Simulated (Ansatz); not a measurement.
FH₄ISi₂ (`F[SiH]([SiH3])I`), 8 atoms. The species carries charge 0 and has multiplicity 1. Correlated methods include outer-core shells of I, which these sets cover unevenly. I: def2 effective core potential. All runs use 4 threads of an Arm Neoverse V1 on a shared host. Correlated methods freeze the cores.

Task: Give the basis size and wall time and peak host memory of each of these runs in Ansatz. RHF-CCSD(T)/def2-TZVPP energy; RKS ωB97M-V/def2-SVP energy; RKS PBE0-D4/def2-TZVP relaxation (7 steps); RKS PBE0-D4/def2-SVP energy; RKS PBE0-D4/def2-TZVPP energy; RKS PBE0-D4/def2-QZVPP energy; RHF-CCSD(T)/def2-SVP energy; RHF-MP2/def2-QZVPP energy; RKS r2SCAN0-D4/def2-TZVPP energy; direct RPA on PBE orbitals/def2-TZVPP energy; RKS ωB97M-V/def2-QZVPP energy; RKS r2SCAN-D4/def2-TZVPP energy and forces. (Best estimate.)

Result: Computed: Other jobs shared the machine, so times are rough.

```
                                level                   job  functions  wall time  peak host memory (GiB)
                 RKS PBE0-D4/def2-SVP                energy         96      1.1 s                     0.2
               RKS PBE0-D4/def2-TZVPP                energy        221      2.9 s                    0.58
                 RHF-CCSD(T)/def2-SVP                energy         96      3.7 s                    0.38
             RKS r2SCAN-D4/def2-TZVPP     energy and forces        221      4.4 s                    0.31
direct RPA on PBE orbitals/def2-TZVPP                energy        221      4.6 s                    0.51
            RKS r2SCAN0-D4/def2-TZVPP                energy        221      4.6 s                     0.6
                 RKS ωB97M-V/def2-SVP                energy         96      5.5 s                    0.31
               RKS PBE0-D4/def2-QZVPP                energy        399        7 s                     1.4
                   RHF-MP2/def2-QZVPP                energy        399       15 s                     1.8
               RKS ωB97M-V/def2-QZVPP                energy        399       17 s                     1.7
                RKS PBE0-D4/def2-TZVP  relaxation (7 steps)        179       24 s                    0.47
               RHF-CCSD(T)/def2-TZVPP                energy        221      120 s                     3.6
```
